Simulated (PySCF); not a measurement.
Relaxation of doublet SnCl3

All numbers come from UPBE0/[Sn def2-SVP with ECP28, Cl def2-SVP], scalar-relativistic core potentials, density fitting, no spin–orbit coupling, PySCF. A (50,194) grid was used.

A start displaced from a saddle point along its imaginary mode, of C3v symmetry, held to at least that symmetry:

```xyz
4
charge 0 multiplicity 2, angstrom
Sn    0.0000    0.2186    0.0000
Cl   -0.0010   -0.2497    2.4211
Cl    2.0972   -0.2500   -1.2096
Cl   -2.0962   -0.2500   -1.2114
```

(1) What does it relax to?

(2) How much energy is released, and in how many steps?

## Answers

(1) It ends at C3v with Sn–Cl 2.362 Å (×3); Cl–Sn–Cl 107.8° (×3) (after a last refinement on a finer grid). A frequency run shows a minimum.

(2) 32.5 kJ/mol in 5 steps.

No spin–orbit coupling is included, which matters more the heavier the element.
